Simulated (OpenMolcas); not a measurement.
An atom or ion with 41 electrons was computed by MS-CASPT2, IPEA 0.25 Eh, imaginary shift 0.1 Eh with spin-orbit coupling (OpenMolcas, ANO-RCC-VQZP, DKH2). The lowest levels that the run gave, each within 12 % of the measured value where one is at hand:

```
   J  Parity  E (cm-1)      g
 5/2    even       0.0  1.994
 5/2    even     31170  0.660
 7/2    even     32010  0.998
11/2    even     32260  1.268
 9/2    even     32460  1.172
 5/2    even     33900  1.410
 3/2    even     34860  1.483
 1/2    even     36380  1.837
 7/2    even     38270  1.409
 1/2    even     40290  0.822
 5/2    even     40970  1.429
 3/2    even     41340  1.413
```

Problem. Which ion is it, and what are the configurations and terms?

Solution. Ag⁶⁺ (Z = 47, charge +6; active space 5 electrons in 5 orbitals (4d)). J, parity and g give the terms where levels are pure, and mixed ones are named by the computed weights; the size of the splittings, set against known spectra of the 41-electron sequence, gives the charge. In order, with the measured energies in cm-1 (the list in Gamrath, thesis, University of Mons (2023)): 4d5 6S 5/2, 4d5 4G 5/2 (29390), 4d5 4G 7/2 (30378), 4d5 4G 11/2 (30662), 4d5 4G 9/2 (30907), 4d5 4P 5/2 [48 %], 4d5 4P 3/2 [55 %] (32994), 4d5 4P 1/2 [68 %] (34605), 4d5 4D 7/2 (36485), 4d5 4D 1/2 [69 %] (38685), 4d5 4D 5/2 [56 %] (39299), 4d5 4D 3/2 [55 %].

Term energies are means over components that CASPT2 splits; among the terms shown or strongly mixed into the levels shown the widest spread is 330 cm-1 (4d5 4G). Blocks of more than 70 roots (2S+1 = 2 even) ran without multistate coupling. Measured partners are found by configuration, term and J. A level has none where our copy of the source lacks it or the pairing is in doubt (some pairs that miss far off the trend of their configuration count as doubtful), and it then counts in no deviation. Only configurations of the active space appear.

A share in square brackets marks a mixed level and gives the weight of the term that names it.
